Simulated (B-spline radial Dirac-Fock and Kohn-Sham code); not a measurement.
## The Hf atom: differential elastic cross section for positrons at 4.66 keV

Model: relativistic (Dirac) partial waves in the static field of the Dirac-Fock atom, without polarisation or absorption potentials. Program: a B-spline atomic structure program.

The run's input, task.json:

```json
{"items": [{
  "Z": 72,
  "q": 0,
  "cfg": [[1, 0, 2], [2, 0, 2], [2, 1, 6], [3, 0, 2], [3, 1, 6], [3, 2, 10], [4, 0, 2], [4, 1, 6], [4, 2, 10], [4, 3, 14], [5, 0, 2], [5, 1, 6], [5, 2, 2], [6, 0, 2]],
  "A": 180,
  "rrms": 5.347,
  "do": "elastic",
  "energies": [[4660.0, 1]],
  "theta": [0, 10, 20, 30, 40, 50, 60, 70, 80, 90, 100, 110, 120, 130, 140, 150, 160, 170, 180]
}]}
```

Command: `python xray2_run.py task.json out`

```csv
θ (°),dσ/dΩ (a₀²/sr)
0,336
10,5.60
20,0.754
30,0.238
40,0.106
50,0.0561
60,0.0330
70,0.0211
80,0.0144
90,0.0104
100,0.00793
110,0.00629
120,0.00519
130,0.00443
140,0.00390
150,0.00355
160,0.00331
170,0.00318
180,0.00314
```

The total elastic cross section is 4.41 a₀², the first transport cross section 0.186 a₀² and the second, weighted with (3/2) sin²θ, 0.379 a₀². The mean deflection is ⟨1 − cos θ⟩ = 0.0423, and 0.81 % of the collisions scatter beyond 90°.

Values without a named source are computed, but for edge energies of neutral atoms, which are taken from tables.
